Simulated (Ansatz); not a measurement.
Geometry optimisation, UKS PBE0-D4/def2-SVP (Ansatz).

input.yaml

```yaml
crystal:
  periodic: [false, false, false]
  atoms:
    - { symbol: Hf, position_ang: [0.0, 0.0, 0.0] }
    - { symbol: F, position_ang: [0.0, 0.0, 2.23] }
    - { symbol: "N", position_ang: [2.084, 0.0, -0.7359] }
    - { symbol: H, position_ang: [2.5823, -0.918, -0.9166] }
    - { symbol: H, position_ang: [2.5853, 0.918, -0.9082] }
    - { symbol: Cl, position_ang: [-1.1869, 2.0563, -0.8392] }
    - { symbol: Cl, position_ang: [-1.1869, -2.0563, -0.8392] }
    - { symbol: H, position_ang: [0.0, 0.0, 3.45] }
magnetization:
  spin_polarized: true
  initial_magnetization: 1
basis:
  gaussian: { orbitals: def2-SVP }
hamiltonian:
  xc: pbe0
  dispersion: d4
relax:
  f_tol: 0.15
  max_steps: 25
  restrain:
    - { distance: [1, 7], at: 2.12, k: 30.0 }
    - { distance: [0, 1], at: 1.98, k: 30.0 }
```

Run as:

```bash
$ ansatz run input.yaml --threads 4 --pin off --max-ram 5120MiB --backend cpu --events-out ev --progress --plain --runs-dir out
```

Problem. Where does it end, and by what steps?

Solution. The run converged. The restraints hold the end off the free minimum; the threshold counts their pulls, which the force column leaves out. Restrained pairs: F2–H8 (1.22 → 2.13 Å), Hf1–F2 (2.23 → 1.95 Å). After 16 steps the energy has fallen by 2.525 eV (the restraints' own energy left out); H5 moved furthest, 0.80 Å.

```
step  energy less start (eV)  largest force component (eV/Å)  accepted
   0                  0.0000                           2.535       yes
   1                 -1.3099                           3.823       yes
   2                 -2.1547                           2.196       yes
   3                 -2.3413                           1.217       yes
   4                 -2.3877                           2.345       yes
   5                 -2.4595                           1.375       yes
   6                 -2.4828                           1.234       yes
   7                 -2.4883                           1.211       yes
   8                 -2.4906                           1.191       yes
   9                 -2.4784                           1.241        no
  10                 -2.4930                           1.213       yes
  11                 -2.4940                           1.240       yes
  12                 -2.5056                           1.213       yes
  13                 -2.4900                           1.279        no
  14                 -2.5096                           1.256       yes
  15                 -2.5136                           1.281       yes
  16                 -2.5252                           1.272       yes
```

```xyz
8
Properties=species:S:1:pos:R:3
Hf -0.019 -0.003 -0.078
F 0.006 0.268 1.850
N 1.889 -0.017 -0.667
H 2.252 -0.520 -1.477
H 2.652 0.500 -0.234
Cl -1.101 1.825 -1.096
Cl -0.964 -2.028 -0.809
H 0.163 -0.025 3.952
```

The run took 35 s on 4 threads of Intel(R) Xeon(R) 6975P-C (Granite Rapids), with other jobs on the host, peak memory 0.41 GiB.
